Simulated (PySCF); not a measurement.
A species of formula C5H10O2 has this rotational fingerprint, computed with PBE0-D3(BJ)/def2-SVP geometry optimisation, gas phase (PySCF 2.14.0):

```
Rotational constants : A = 4467, B = 1551, C = 1432 MHz
Dipole components    : |μa| = 2.01 D, |μb| = 0.21 D, |μc| = 1.75 D
Inertial defect      : -85.92 u·Å²
κ                    : -0.92
```

Question: Which structure is it? (One computed conformer of each.)
A. `[CH3:1][C:2]([CH3:3])([CH3:4])[C:5](=[O:6])[OH:7]` with C2–C5–O7–H 180°
B. `[CH3:1][O:2][CH2:3][CH2:4][C:5]([CH3:6])=[O:7]` with C1–O2–C3–C4 -176°, O2–C3–C4–C5 62°, C3–C4–C5–C6 -102° (4-methoxybutan-2-one)
C. `[CH3:1][C@H:2]1[CH2:3][CH2:4][O:5][CH2:6][O:7]1` with C1–C2–C3–C4 172°, C2–C3–C4–O5 -53°, C3–C4–O5–C6 56°, C4–O5–C6–O7 -61°
D. `[CH3:1][CH2:2][O:3][C:4](=[O:5])[CH2:6][CH3:7]` with C1–C2–O3–C4 82°, C2–O3–C4–O5 1°, O3–C4–C6–C7 178°

Answer: B. It is COCCC(C)=O, a near-prolate asymmetric top, point group C1. The candidates at the same level (rigid rotor, commonest isotopes):

```json
{"SMILES": "COCCC(C)=O", "A (MHz)": "4467", "B (MHz)": "1551", "C (MHz)": "1432", "μa (D)": "2.01", "μb (D)": "0.21", "μc (D)": "1.75", "Δ (u·Å²)": "-85.92", "point group": "C1", "rotor": "near-prolate asymmetric top"}
{"SMILES": "CC(C)(C)C(=O)O", "A (MHz)": "3336", "B (MHz)": "2389", "C (MHz)": "2004", "μa (D)": "0.55", "μb (D)": "1.50", "μc (D)": "0.01", "Δ (u·Å²)": "-110.86", "point group": "–", "rotor": "asymmetric top"}
{"SMILES": "CCOC(=O)CC", "A (MHz)": "6727", "B (MHz)": "1405", "C (MHz)": "1302", "μa (D)": "0.53", "μb (D)": "1.52", "μc (D)": "0.32", "Δ (u·Å²)": "-46.67", "point group": "C1", "rotor": "near-prolate asymmetric top"}
{"SMILES": "C[C@H]1CCOCO1", "A (MHz)": "4861", "B (MHz)": "2396", "C (MHz)": "1754", "μa (D)": "0.72", "μb (D)": "1.30", "μc (D)": "1.24", "Δ (u·Å²)": "-26.74", "point group": "C1", "rotor": "asymmetric top"}
```

`CCOC(=O)CC` has A 51 % too high; `CC(C)(C)C(=O)O` has B 54 % too high; `C[C@H]1CCOCO1` has B 54 % too high. No structure here is proved a minimum.
